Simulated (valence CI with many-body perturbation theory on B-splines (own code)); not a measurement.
**Assign the levels of Sm XIII**

Computed by configuration interaction combined with many-body perturbation theory (CI+MBPT): four valence electrons over a frozen Dirac-Fock core [Kr] 4d10, a basis of 8 s, 8 p, 9 d, 9 f, 6 g, 3 h, 2 i functions for each j, with the one-electron correlation potential Σ1, the two-electron term Σ2, the three-electron term Σ3, Breit, model QED; selected CI, second order for the rest, scaled by the run's own slope (own B-spline code, finite nucleus).

No measured levels were compared; by estimate terms of the open shell hold to a few per cent of their energy, and close levels can change places; configurations with another count of f electrons can be misplaced by thousands of cm⁻¹. Core correlation moves these levels by up to 34000 cm⁻¹, and in measured spectra 5 to 20 % of such shifts remained as error; rates that hang on mixing are uncertain with them.

| No. | J | Parity | E (cm⁻¹) | g |
| --- | --- | --- | --- | --- |
| 1 | 4 | even | 0.0 | 0.807 |
| 2 | 5 | even | 4703 | 1.032 |
| 3 | 2 | even | 8637 | 0.677 |
| 4 | 6 | even | 9417 | 1.165 |
| 5 | 3 | even | 11811 | 1.082 |
| 8 | 2 | even | 29900 | 1.046 |
| 10 | 6 | even | 37101 | 1.000 |
| 11 | 1 | even | 37873 | 1.500 |
| 12 | 2 | even | 40597 | 1.441 |
| 13 | 4 | odd | 76016 | 0.604 |
| 14 | 5 | odd | 78032 | 0.900 |
| 15 | 6 | odd | 80487 | 1.070 |
| 17 | 7 | odd | 83233 | 1.177 |
| 18 | 8 | odd | 86170 | 1.248 |

Energies count from the lowest level. Strongly mixed levels and levels close to another of their J and parity, and those with J = 0 are left out, so the numbers can have gaps.

(1) Give configuration and LS term of each level.

Answers

(1) 1: 4f2 5s2 3H; 2: 4f2 5s2 3H; 3: 4f2 5s2 3F; 4: 4f2 5s2 3H; 5: 4f2 5s2 3F; 8: 4f2 5s2 1D; 10: 4f2 5s2 1I; 11: 4f2 5s2 3P; 12: 4f2 5s2 3P; 13: 4f3 5s 5I°; 14: 4f3 5s 5I°; 15: 4f3 5s 5I°; 17: 4f3 5s 5I°; 18: 4f3 5s 5I°.
